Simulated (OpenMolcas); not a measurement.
O5+: CASPT2 settings compared

* Program: OpenMolcas 26.06
* Basis: ANO-R3 [4s4p2d1f]
* Scalar Hamiltonian: X2C, finite nucleus
* Active space: 1 electron in 8 orbitals (2s 2p 3s 3p)
* State averaging: 2S+1 = 2 even, 1 root; 2S+1 = 2 odd, 3 roots
* Spin-orbit coupling: RASSI with atomic mean-field integrals over the reference wave functions, term energies averaged over their components

Methods on the same reference wave functions:
A. CASSCF
B. SS-CASPT2, IPEA 0.35 Eh, no level shift (closed shells correlated: 1s)
C. SS-CASPT2, IPEA 0.1 Eh, sigma2 regulariser 0.5 Eh (closed shells correlated: 1s)
D. XMS-CASPT2, IPEA 0.35 Eh, sigma1 regulariser 0.3 Eh (closed shells correlated: 1s)

Energies in cm-1 above 2s 2S 1/2, the measured ground level; measured values from Moore, Selected Tables of Atomic Spectra, NSRDS-NBS 3, section 8.

| Level | A | B | C | D | Measured |
| --- | --- | --- | --- | --- | --- |
| 2s 2S 1/2 | 0.0 | 0.0 | 0.0 | 0.0 | 0.0 |
| 2p 2P* 1/2 | 97007 | 96697 | 96695 | 96686 | 96375 |
| 2p 2P* 3/2 | 97512 | 97202 | 97200 | 97191 | 96908 |

Deviations, from unrounded energies. A percentage is the sum of absolute deviations over the sum of measured energies, with the sign that they share, or ± where signs differ.

```
           Against measurement  Levels     A     B     C     D
mean absolute deviation (cm-1)       2   620   310   310   300
      other configurations (%)       2  +0.6  +0.3  +0.3  +0.3
```

B, C, D lie about equally close to measurement and A furthest from it. The largest miss of D in the table is 2p 2P* 1/2, by +310 cm-1. The ranking rests on the paired levels alone, and a cruder setting can come out closer through cancelling errors.

Among B to D the level of the table that moves most is 2p 2P* 1/2, by 11 cm-1 (lowest in D, highest in B).

The lowest spin-free term lies below A's lowest term by 0.008 hartree in B, 0.008 hartree in C, 0.008 hartree in D.

With one active electron outside closed inactive shells, the extra shells (3p 3s) add no correlation to the reference. With one active electron the reference holds no correlation, so core polarisation is missing (holds for A). With one active electron, CASPT2 adds the correlation within the correlated inactive shells and between them and that electron, and leaves the splitting within a term as the reference gives it (holds for B; C; D). Measured partners are found by configuration, term and J. A level has none where our copy of the source lacks it or the pairing is in doubt (some pairs that miss far off the trend of their configuration count as doubtful), and it then counts in no deviation. Levels of configurations outside the active space are missing.

* marks odd parity.
